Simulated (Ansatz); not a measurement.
System: C5H7Si, net charge -1, singlet state. It need not be the lowest isomer of its formula. Whether it binds its extra electron was not tested at this geometry. 
Structure (B3LYP-D3(BJ)/def2-TZVP (Ansatz, a program for electronic structure) minimum search):
```
C
C 1 1.3566
H 2 1.0852 1 126.06
C 1 1.4817 2 108.34 3 180.00
C 4 1.3695 1 113.86 2 0.00
H 4 1.0898 5 125.37 1 180.00
C 2 1.5117 3 126.69 1 180.00
H 7 1.0999 2 111.53 3 -58.58
H 7 1.0999 8 105.10 2 -120.99
Si 1 1.8400 2 124.12 3 0.00
H 10 1.4939 1 113.21 2 0.00
H 10 1.4954 11 105.87 1 -124.80
H 10 1.4954 11 105.87 12 -110.40
```
Charge -1, spin multiplicity 1.

Total electronic energies in hartree. Correlated levels leave the core frozen unless marked. No spin-orbit coupling. No relativistic terms. CBS(X,Y): correlation extrapolated as X^-3; Hartree-Fock from the larger set. [CCSD(T)-MP2]/basis is that difference in the basis named.

The Hartree-Fock reference is unstable (checked in the largest basis), which strains HF and MP2. 

```
level                                                                      program  energy (Eh)
-------------------------------------------------------------------------  -------  -----------
HF/6-31G                                                                    Ansatz   -482.07167
HF/cc-pVTZ                                                                  Ansatz   -482.30780
HF/cc-pwCVTZ                                                                Ansatz   -482.31341
SVWN5/def2-TZVPD                                                            Ansatz   -481.27074
PBE/def2-TZVPD                                                              Ansatz   (withheld)
HSE06/def2-TZVPD                                                            Ansatz   -483.84947
MP2/STO-3G                                                                  Ansatz   -476.73713
MP2/6-31G                                                                   Ansatz   -482.56733
MP2/6-31G*                                                                  Ansatz   -482.91644
SCS-MP2/cc-pVTZ                                                             Ansatz   -483.24476
CCSD/STO-3G                                                                 Ansatz   -476.81527
CCSD/cc-pV(Q+d)Z                                                            Ansatz   -483.36107
CCSD(T)/cc-pV(D+d)Z                                                         Ansatz   -483.11006
CCSD(T)/cc-pVTZ                                                             Ansatz   -483.34215
RI-MP2/CBS(aug-cc-pV(T+d)Z,aug-cc-pV(Q+d)Z)+[CCSD(T)-MP2]/aug-cc-pV(T+d)Z   Ansatz    -483.4725
```

Question: Complete the blanks.

Answer: 
- PBE/def2-TZVPD, energy (Eh): -483.81994
